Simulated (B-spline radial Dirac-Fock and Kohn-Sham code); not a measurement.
## V: eigenvalues, ΔSCF and the reference

System: the free vanadium atom, [Ar] 3d3 4s2.

The density-functional columns are spherical, spin-unpolarised Dirac-Kohn-Sham results without Breit or QED terms: −ε is minus the orbital energy of the initial state and ΔSCF the difference of two total energies, and "half-occupied" is minus the orbital energy with half an electron removed (Slater transition state). The reference in the last column comes from Dirac-Fock ΔSCF + Breit + QED. All numbers are from a radial atomic solver, in eV; a selection of levels is shown.

```tsv
level	PBE0 −ε	LDA ΔSCF	LDA half-occupied	PBE −ε	Dirac-Fock
K	5404.7	5484.8	5484.8	5363.7	5476.7
L1	617.9	622.5	622.3	602.5	641.0
L2	520.1	533.0	532.7	507.8	532.9
L3	513.0	525.6	525.3	500.7	526.0
M1	75.85	77.05	76.91	70.22	83.42
M2	48.52	51.48	51.35	44.59	51.56
M3	47.67	50.61	50.47	43.76	50.75
M4,5	4.63	11.23	11.07	5.17	9.29
N1	5.45	7.93	7.90	4.70	6.12
```

Problem. Order the estimates of the K (1s) level by their distance from the Dirac-Fock value, nearest first.
A. LDA half-occupied
B. PBE0 −ε
C. LDA ΔSCF
D. PBE −ε

Solution. C (8.1 eV), A (8.2 eV), B (72.0 eV), D (113.0 eV).

Values without a named source are computed, but for edge energies of neutral atoms, which are taken from tables.
